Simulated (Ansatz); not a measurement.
C2H4BCl, SMILES `ClC1BC1`. Charge 0, multiplicity 1. The geometry is a stationary point of PBE0-D4/def2-TZVP.

```xyz
8

Cl   -1.333   -1.740   -0.286
C    -0.749   -0.079   -0.203
B     0.127    0.278    0.996
C     0.747    0.184   -0.391
H    -1.424    0.609   -0.697
H     0.242    0.334    2.171
H     0.971    1.062   -0.990
H     1.418   -0.648   -0.599
```

**Question.** What is the dipole moment at r2SCAN/def2-TZVPP? (An estimate is asked.)

**Answer.** The calculation gave: 1.92 D, with components (0.87, 1.69, -0.21) D in this frame, pointing from negative to positive charge.

**Question.** And with PBE, B3LYP, ωB97M-V? (An estimate is asked.)

**Answer.** The calculation gave: PBE 1.78 D, B3LYP 1.88 D, ωB97M-V 1.90 D.

**Question.** Give the Mulliken charges with r2SCAN, B3LYP, PBE in def2-TZVPP. (Estimate.)

**Answer.** Computed: 
| atom | r2SCAN | B3LYP | PBE |
| --- | --- | --- | --- |
| Cl1 | -0.15 | -0.14 | -0.13 |
| C2 | 0.02 | -0.03 | -0.03 |
| B3 | 0.01 | -0.01 | -0.02 |
| C4 | -0.19 | -0.23 | -0.20 |
| H5 | 0.09 | 0.12 | 0.12 |
| H6 | 0.05 | 0.07 | 0.05 |
| H7 | 0.09 | 0.11 | 0.11 |
| H8 | 0.09 | 0.11 | 0.11 |

B3LYP here is the variant with VWN-RPA as its local correlation; programs differ in this.
